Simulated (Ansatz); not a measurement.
Reaction (formal exchange of groups at a Y–F bond): `[CH3][Y]([CH3])[F]` + CH₄ → `[CH3][Y]([CH3])[CH3]` + H–F

Isolated molecules relaxed with PBE0-D4/def2-TZVP in Ansatz; ΔE leaves out vibrations. CCSD(T)/CBS is the MP2 limit (def2-TZVPP, def2-QZVPP) plus CCSD(T) − MP2 in def2-TZVPP, frozen cores. This one scheme is used for every species. Functionals use def2-TZVPP. HSE06 is defined as in plane-wave codes. Elements past krypton have def2 core potentials. For Y outer-core shells are correlated without core-valence functions, which leaves a few kJ/mol of doubt a bond.

```csv
level,ΔE (eV),difference from CCSD(T)/CBS
PBE-D4,2.72,0.02
r2SCAN-D4,2.80,0.10
HSE06-D4,2.69,-0.01
ωB97X-V,2.83,0.13
BLYP,2.88,0.18
r2SCAN,2.81,0.11
HSE06,2.71,0.01
MP2/def2-SVP,3.10,0.40
HF/def2-QZVPP,2.91,0.21
SCS-MP2/def2-QZVPP,2.76,0.06
CCSD(T)/CBS,2.70,0
```

Largest T1 diagnostic among the species: 0.013.

From r2SCAN to r2SCAN0 (25 % exact exchange), in def2-TZVPP and without D4, ΔE moves by −0.05 eV. The D4 term adds −0.05 eV with B3LYP and −0.03 eV with PBE0; it sums over pairs of atoms, weighted by their polarisabilities, and B3LYP, whose exchange is more repulsive, gets the larger term. Leaving LDA and LC-ωPBE aside and taking each functional with its dispersion term where it has one, the values, not all of them listed here, spread over 0.19 eV, from HSE06-D4 to CAM-B3LYP-D4. LDA lies −0.07 eV from PBE without D4.

B3LYP here is the variant with VWN-RPA as its local correlation; programs differ in this.
